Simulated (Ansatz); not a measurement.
Steps of a relaxation of `[F][AlH][CH2][GeH3]` with RKS PBE0-D4/def2-TZVP.

```sh
$ ansatz run in.yaml --threads 4 --pin off --events-out ev --progress --plain --max-ram 10444MiB
```

```yaml
crystal:
  periodic: [false, false, false]
  atoms:
    - {symbol: F, position_ang: [-1.349456, 0.393686, 2.652426]}
    - {symbol: Al, position_ang: [-1.469926, 0.402324, 0.972881]}
    - {symbol: C, position_ang: [0.116181, 0.814012, -0.078686]}
    - {symbol: Ge, position_ang: [1.064817, -0.795800, -0.730824]}
    - {symbol: H, position_ang: [-2.901325, 0.044036, 0.377620]}
    - {symbol: H, position_ang: [-0.167897, 1.398790, -0.980908]}
    - {symbol: H, position_ang: [0.844889, 1.412521, 0.507121]}
    - {symbol: H, position_ang: [0.110980, -1.650973, -1.610164]}
    - {symbol: H, position_ang: [1.528125, -1.663707, 0.471196]}
    - {symbol: H, position_ang: [2.306712, -0.406089, -1.577663]}
basis:
  gaussian: {orbitals: def2-TZVP}
hamiltonian: {xc: pbe0, dispersion: d4}
relax: {f_tol: 0.005, max_steps: 150}
```

Positions (Å) and forces (eV/Å) along the path, 14 of 16 steps:

```xyz
10
step=1 energy=-66956.5061 eV
F    -1.349    0.394    2.652   -0.030    0.001   -0.817
Al   -1.470    0.402    0.973    0.062    0.038    0.598
C     0.116    0.814   -0.079    0.133    0.234   -0.105
Ge    1.065   -0.796   -0.731    0.005    0.052    0.012
H    -2.901    0.044    0.378    0.179    0.041    0.064
H    -0.168    1.399   -0.981    0.135   -0.275    0.439
H     0.845    1.413    0.507   -0.355   -0.282   -0.274
H     0.111   -1.651   -1.610    0.130    0.122    0.126
H     1.528   -1.664    0.471   -0.068    0.127   -0.172
H     2.307   -0.406   -1.578   -0.192   -0.058    0.129
10
step=2 energy=-66956.5331 eV
F    -1.329    0.377    2.631   -0.040    0.026   -0.504
Al   -1.468    0.412    0.966    0.111   -0.051    0.445
C     0.113    0.807   -0.081    0.026    0.081   -0.033
Ge    1.061   -0.791   -0.725   -0.044    0.045    0.032
H    -2.887    0.052    0.376    0.013    0.029    0.007
H    -0.165    1.387   -0.973    0.043   -0.078    0.121
H     0.832    1.399    0.501   -0.102   -0.072   -0.069
H     0.114   -1.641   -1.595    0.017    0.006    0.007
H     1.521   -1.649    0.469   -0.003    0.015   -0.019
H     2.292   -0.404   -1.566   -0.021   -0.001    0.012
10
step=3 energy=-66956.5378 eV
F    -1.330    0.409    2.617   -0.001   -0.035   -0.103
Al   -1.459    0.389    0.965   -0.008    0.115    0.141
C     0.113    0.798   -0.076   -0.017   -0.068    0.002
Ge    1.059   -0.790   -0.726    0.010    0.036   -0.010
H    -2.882    0.057    0.377   -0.021   -0.036   -0.016
H    -0.164    1.380   -0.960   -0.025    0.023   -0.046
H     0.822    1.388    0.508    0.033    0.017    0.038
H     0.117   -1.637   -1.599   -0.021   -0.024   -0.014
H     1.522   -1.649    0.462    0.015   -0.029    0.029
H     2.285   -0.396   -1.565    0.036    0.002   -0.021
10
step=4 energy=-66956.5395 eV
F    -1.323    0.386    2.614   -0.004   -0.001   -0.032
Al   -1.463    0.405    0.966    0.005   -0.004    0.053
C     0.111    0.801   -0.079   -0.010   -0.023   -0.007
Ge    1.060   -0.789   -0.724   -0.003    0.002    0.003
H    -2.886    0.062    0.378   -0.012    0.004   -0.007
H    -0.166    1.380   -0.965   -0.004    0.014   -0.024
H     0.822    1.391    0.505    0.020    0.015    0.017
H     0.118   -1.642   -1.594   -0.005   -0.007   -0.006
H     1.523   -1.647    0.466    0.005   -0.005    0.010
H     2.287   -0.399   -1.564    0.010    0.005   -0.008
10
step=5 energy=-66956.5398 eV
F    -1.317    0.353    2.611    0.010   -0.001    0.009
Al   -1.465    0.405    0.966    0.020    0.008   -0.007
C     0.108    0.800   -0.084   -0.021   -0.006    0.013
Ge    1.062   -0.789   -0.721    0.008   -0.004    0.006
H    -2.895    0.095    0.383   -0.028   -0.003   -0.015
H    -0.168    1.375   -0.973   -0.017    0.010   -0.015
H     0.816    1.397    0.498    0.022    0.002    0.013
H     0.124   -1.649   -1.587   -0.008   -0.007   -0.007
H     1.530   -1.640    0.473    0.005   -0.006    0.010
H     2.288   -0.398   -1.563    0.010    0.005   -0.009
10
step=7 energy=-66956.5402 eV
F    -1.293    0.266    2.602    0.003    0.003   -0.023
Al   -1.471    0.408    0.964   -0.009   -0.001   -0.022
C     0.099    0.798   -0.096   -0.004    0.028    0.024
Ge    1.070   -0.789   -0.712    0.009   -0.012    0.001
H    -2.926    0.184    0.391    0.024    0.005    0.014
H    -0.182    1.364   -0.991   -0.006   -0.013    0.018
H     0.805    1.404    0.481   -0.011   -0.020   -0.012
H     0.141   -1.672   -1.569    0.004    0.004    0.005
H     1.548   -1.620    0.493   -0.004    0.008   -0.008
H     2.292   -0.394   -1.561   -0.008   -0.002    0.003
10
step=9 energy=-66956.5404 eV
F    -1.297    0.261    2.597    0.000    0.000   -0.005
Al   -1.472    0.409    0.960    0.001   -0.003    0.011
C     0.100    0.798   -0.092    0.002   -0.002   -0.008
Ge    1.070   -0.789   -0.711   -0.001   -0.001    0.003
H    -2.925    0.190    0.386   -0.003    0.001   -0.003
H    -0.181    1.365   -0.986    0.003    0.001    0.001
H     0.808    1.401    0.485   -0.001    0.002    0.003
H     0.137   -1.677   -1.557   -0.002   -0.002    0.000
H     1.559   -1.614    0.493    0.000    0.002    0.000
H     2.284   -0.394   -1.571    0.000    0.002   -0.001
10
step=10 energy=-66956.5405 eV
F    -1.294    0.229    2.589   -0.002   -0.004   -0.001
Al   -1.474    0.408    0.956   -0.007    0.008    0.011
C     0.099    0.797   -0.094    0.005   -0.008   -0.012
Ge    1.073   -0.790   -0.708   -0.005    0.008    0.001
H    -2.933    0.223    0.384    0.002   -0.003    0.000
H    -0.182    1.364   -0.988    0.005    0.001    0.000
H     0.805    1.401    0.484   -0.002    0.005    0.004
H     0.138   -1.688   -1.541    0.003   -0.003    0.001
H     1.574   -1.601    0.500    0.001    0.001   -0.005
H     2.277   -0.393   -1.580   -0.001   -0.005    0.000
10
step=11 energy=-66956.5404 eV rejected
F    -1.289    0.168    2.574   -0.015    0.014   -0.045
Al   -1.479    0.414    0.949   -0.016   -0.041    0.042
C     0.097    0.799   -0.096    0.004   -0.002   -0.014
Ge    1.075   -0.789   -0.702   -0.006   -0.003    0.004
H    -2.944    0.271    0.377    0.022    0.010    0.015
H    -0.179    1.366   -0.991    0.009    0.005   -0.004
H     0.803    1.402    0.484    0.004    0.010    0.002
H     0.136   -1.710   -1.507    0.009    0.008    0.007
H     1.601   -1.577    0.512   -0.002    0.004   -0.012
H     2.263   -0.395   -1.599   -0.009   -0.006    0.005
10
step=12 energy=-66956.5406 eV
F    -1.295    0.198    2.582   -0.004    0.000   -0.015
Al   -1.477    0.409    0.952   -0.006   -0.001    0.019
C     0.099    0.799   -0.094    0.004   -0.008   -0.010
Ge    1.074   -0.789   -0.705    0.003   -0.003   -0.001
H    -2.939    0.248    0.380    0.005   -0.001    0.002
H    -0.179    1.366   -0.988    0.003    0.002    0.000
H     0.804    1.402    0.486    0.001    0.003    0.002
H     0.137   -1.701   -1.521    0.000    0.003    0.003
H     1.591   -1.588    0.504   -0.001    0.003   -0.002
H     2.268   -0.396   -1.593   -0.004    0.000    0.001
10
step=13 energy=-66956.5406 eV
F    -1.297    0.179    2.576   -0.005    0.005   -0.022
Al   -1.478    0.410    0.949    0.002   -0.010    0.024
C     0.100    0.800   -0.094    0.002   -0.003   -0.005
Ge    1.075   -0.789   -0.703   -0.002   -0.002    0.000
H    -2.941    0.263    0.375    0.000    0.002    0.001
H    -0.175    1.368   -0.988    0.002    0.003   -0.001
H     0.804    1.401    0.488    0.002    0.004    0.002
H     0.133   -1.708   -1.506    0.004    0.002    0.002
H     1.604   -1.578    0.508    0.000    0.002   -0.004
H     2.260   -0.397   -1.603   -0.004   -0.002    0.002
10
step=14 energy=-66956.5406 eV
F    -1.299    0.174    2.575   -0.004    0.003   -0.019
Al   -1.479    0.410    0.948    0.002   -0.005    0.022
C     0.100    0.800   -0.093    0.001   -0.004   -0.004
Ge    1.075   -0.788   -0.702    0.001   -0.001   -0.001
H    -2.941    0.267    0.373   -0.001    0.000    0.000
H    -0.174    1.369   -0.987    0.001    0.002   -0.001
H     0.805    1.401    0.490    0.002    0.003    0.002
H     0.131   -1.711   -1.500    0.002    0.002    0.002
H     1.609   -1.575    0.508   -0.001    0.002   -0.003
H     2.256   -0.397   -1.608   -0.003   -0.001    0.002
10
step=15 energy=-66956.5406 eV
F    -1.304    0.170    2.573    0.000    0.001   -0.006
Al   -1.480    0.409    0.946    0.004    0.000    0.009
C     0.102    0.801   -0.091    0.000   -0.001    0.000
Ge    1.075   -0.788   -0.702    0.002   -0.001   -0.001
H    -2.941    0.269    0.369   -0.004   -0.001   -0.003
H    -0.170    1.371   -0.985   -0.001    0.001    0.000
H     0.806    1.400    0.494    0.001    0.000    0.001
H     0.128   -1.714   -1.492   -0.001    0.000    0.000
H     1.617   -1.571    0.507    0.000    0.001    0.001
H     2.251   -0.399   -1.615   -0.001    0.000    0.000
10
step=16 energy=-66956.5406 eV
F    -1.306    0.169    2.572    0.000    0.000    0.000
Al   -1.480    0.409    0.946    0.002    0.002    0.002
C     0.102    0.801   -0.091    0.000    0.000    0.001
Ge    1.075   -0.788   -0.702    0.001    0.001   -0.001
H    -2.940    0.270    0.367   -0.003   -0.001   -0.002
H    -0.169    1.372   -0.984   -0.001    0.000    0.000
H     0.807    1.400    0.495    0.000   -0.001    0.000
H     0.127   -1.715   -1.489    0.000   -0.001    0.000
H     1.620   -1.569    0.507    0.000    0.000    0.000
H     2.248   -0.399   -1.618    0.000    0.000    0.000
```

It took 58 s on 4 threads of an Arm Neoverse V1 on a shared host, with 0.49 GiB of host memory at the peak.
